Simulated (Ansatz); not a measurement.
Species: sum formula H4Si2OF (charge 0, doublet). It need not be the lowest isomer of its formula. 
Geometry from a B3LYP-D3(BJ)/def2-TZVP (Ansatz, a quantum-chemistry and plane-wave program) optimisation:
SMILES: F[SiH2]O[SiH2]
```xyz
8

Si     1.2187     0.2655    -0.2058
F      1.4754     0.2593     1.3737
O     -0.2893    -0.2452    -0.5132
Si    -1.9163    -0.2292    -0.2572
H      2.1695    -0.6745    -0.8197
H      1.3908     1.6532    -0.6700
H     -2.5474    -1.0126    -1.3516
H     -2.2113    -0.8456     1.0647
```
Charge 0, spin multiplicity 2.

Basis-set convergence of Hartree-Fock and CCSD correlation energies (hartree) with Ansatz. Valence correlation only, unless marked. Open shells are spin-unrestricted. No spin-orbit coupling. Non-relativistic.

| basis | functions | E(HF) | E(corr, CCSD) |
|---|---|---|---|
| aug-cc-pV(D+d)Z | 146 | -754.64167 | -0.62510 |
| aug-cc-pV(T+d)Z | 294 | (withheld) | (withheld) |

What belongs in the gaps?


- aug-cc-pV(T+d)Z, E(HF): -754.73106
- aug-cc-pV(T+d)Z, E(corr, CCSD): -0.75349
